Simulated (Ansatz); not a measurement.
Born–Oppenheimer molecular dynamics of FGeH$_{3}$ (5 atoms, charge 0, multiplicity 1). It starts from a relaxed structure.

These are results of RKS r2SCAN-D4/def2-SVP in Ansatz, not measurements.

```yaml
ensemble: NVE (velocity Verlet)
time_step: 0.5 fs
steps_asked: 500
starting_velocities_drawn_for: 500 K
masses: H 2.014 u
seed: 673173
```

First frame:

```xyz
5
Properties=species:S:1:pos:R:3
Ge 0.000 0.000 -0.061
F 0.000 0.000 1.685
H 1.470 0.000 -0.497
H -0.734 1.272 -0.497
H -0.734 -1.272 -0.497
```

Q: How far do the bonds stretch over the last three quarters of this one trajectory? (Pairs bonded in most of those frames.)

A: 
```csv
bond,mean (Å),spread (Å),shortest,longest
Ge1–F2,1.747,0.013,1.73,1.77
Ge1–H3,1.535,0.040,1.47,1.60
Ge1–H4,1.536,0.033,1.48,1.59
Ge1–H5,1.539,0.030,1.49,1.59
```

Mean temperature of the second half: 260 K. The conserved energy stayed within 0.085 meV per atom of its start (net change 0.032 meV per atom), so the integration is sound. Over the second half the temperature averaged 0.52 of the 500 K drawn at the start: a run that starts near a minimum puts about half its kinetic energy into the potential. A run of 0.25 ps of so small a system gives no equilibrium averages.

Time of the run: 18 min on 1 thread of Arm Neoverse V2 (shared host), peak memory 0.11 GiB.
